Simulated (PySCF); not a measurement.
## C$_{3}$H$_{3}$F$_{6}$P: full NMR table

```
Formula                               : C3H3F6P
SMILES                                : CP(C(F)(F)F)C(F)(F)F
Point group of the computed structure : Cs
Carbon signals                        : 2
Proton signals                        : 1
```

Structure with atom numbers: `[CH3:1][P:2]([C:3]([F:4])([F:5])[F:6])[C:7]([F:8])([F:9])[F:10]`. Hydrogens are named by the atom that carries them.

Computational details: geometry: GFN2-xTB, PBE0/pcSseg-1 with gauge-including orbitals, in PySCF 2.14.0 with density-fitted response routines (a single conformation, one averaged value for each set of equivalent atoms, relativity neglected, in vacuum).

Scale: $^{1}$H (σref 31.72) and $^{13}$C (σref 186.93) vs TMS; $^{19}$F (σref 170.95) vs CFCl3; $^{31}$P (σref 318.38) vs H3PO4 (reference shieldings calculated alike).

```tsv
carbon	δC, type	δH (multiplicity)	HMBC from (2–3 bonds)	span of the C tensor (ppm)
C1	6.6, CH3	1.84 (m)	–	23
C3/C7	138.7, C	–	H(C1)	14
```

Other nuclei:
```csv
atoms,nucleus,environment,δ (ppm),σ (ppm)
F4/F5/F6/F8/F9/F10,$^{19}$F,fluorine of a CF3 group,-72.0,242.9
P2,$^{31}$P,phosphorus bonded to 3 C,-16.5,334.9
```

- δC 138.7: CF3 carbon; 3 electronegative neighbours deshield it.
- δC 6.6: methyl carbon bonded to P.
- δH 1.84: hydrogen on a methyl carbon bonded to P.

Splittings by $^{19}$F and $^{31}$P in the carbon and heteronuclear signals aren't shown, as no couplings were computed. Shifts are as computed. Against solution values, carbons near 30 ppm lie about +3 ppm off and those near 130 ppm about +5 ppm. Of 1211 compounds with measured shifts, 218 miss one by over three times the rms of a fit or turn the order of signals round; such compounds aren't used in these exercises. Unscaled 19F shifts against computed CFCl3 carry errors that often reach 10 to 50 ppm. Experimental scales use liquid or dissolved standards, which lie at an offset from isolated H3PO4.
